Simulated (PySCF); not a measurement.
C3H11ClSi2, SMILES C[Si](C)(Cl)C[SiH3].

The structure is a stationary point at PBE0-D3(BJ)/def2-SVP. The structure was generated by enumeration, and PubChem lists no compound with its InChIKey, so it may never have been made. Other conformers were not sampled.

Computed with TDA-PBE/def2-SVPD in PySCF.

Vertical excitations. 

```tsv
state	energy (eV)	λ (nm)	f	main pairs
S1	6.66	186	0.038	HOMO→LUMO 83 %, HOMO−1→LUMO 16 %
S2	6.67	186	0.039	HOMO−1→LUMO 84 %, HOMO→LUMO 16 %
S3	7.13	174	0.009	HOMO→LUMO+1 84 %, HOMO−1→LUMO+1 14 %
S4	7.15	174	0.003	HOMO−1→LUMO+1 84 %, HOMO→LUMO+1 14 %
S5	7.24	171	0.007	HOMO−2→LUMO 98 %
S6	7.42	167	0.004	HOMO→LUMO+2 77 %, HOMO−1→LUMO+2 21 %
T1	6.54	189	0	HOMO→LUMO 99 %
T2	6.59	188	0	HOMO−1→LUMO 99 %
```
Triplets are in the Tamm–Dancoff approximation.
